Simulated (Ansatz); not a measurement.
Worked example: C2H3FSi + CH3Mg → C2H3Si + Mg(CH3)F

Gas-phase species: C2H3FSi `C#C[SiH2]F`, singlet; CH3Mg `[CH3][Mg]`, doublet; C2H3Si `C#C[SiH2]`, doublet; Mg(CH3)F, singlet. A radical takes F: the energy is the difference in strength between the Si–F bond broken and the Mg–F bond made.

Shapes, held fixed at every level: PBE0-D4/def2-TZVP. Programs: Ansatz 0.2.0. The zero-point and thermal change to 298 K, harmonic and unscaled (PBE0-D4/def2-TZVP), is -4.5 kJ/mol.

At CCSD(T)/def2-TZVPP; 1 Eh = 2625.50 kJ/mol:

```
 species  energy (Eh)
 C2H3FSi  -466.671323
   CH3Mg  -239.609326
  C2H3Si  -366.806247
Mg(CH3)F  -339.456721
```

Work out ΔH(298 K) of the reaction at this level.


1. Products less reactants: (-366.806247) + (-339.456721) − [(-466.671323) + (-239.609326)] = 0.017681 Eh = +46.4 kJ/mol.
2. With the thermal change: +46.4 + (-4.5) = +41.9 kJ/mol.

Other levels give +26.4 (MP2/def2-SVP) to +45.4 kJ/mol (BHLYP-D4/def2-TZVPP). No measured value is set beside it here. Spin contamination: C2H3Si (⟨S²⟩ up to 0.85). Open shells run unrestricted. Outer-core shells of Mg are correlated, in sets that cover them unevenly. Sets without diffuse functions underbind ionic bonds of s-block metals.
